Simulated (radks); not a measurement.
Removal energies from the scandium ion Sc+, [Ar] 3d(3/2: 1, 5/2: 0) 4s1, by Delta-SCF beside the eigenvalue of the level emptied. All-electron calculation, Dirac Kohn-Sham, PBE, spin-unpolarised, spherical densities, finite nucleus; Fermi nuclear charge, rms radius of each element as measured or else 0.836 A^(1/3) + 0.57 fm. Program: a radial shooting solver on a logarithmic mesh with Libxc functionals. Sub-shells are occupied by j as written (lower j first in brackets).

removed from,final configuration,Delta-SCF (eV),-eigenvalue (eV)
4s1/2,"[Ar] 3d(3/2: 1, 5/2: 0)",12.766,9.725
3d3/2,[Ar] 4s1,16.116,9.982
3p3/2,"[Ne] 3s2 3p(1/2: 2, 3/2: 3) 3d(3/2: 1, 5/2: 0) 4s1",47.968,40.437
3p1/2,"[Ne] 3s2 3p(1/2: 1, 3/2: 4) 3d(3/2: 1, 5/2: 0) 4s1",48.513,40.947
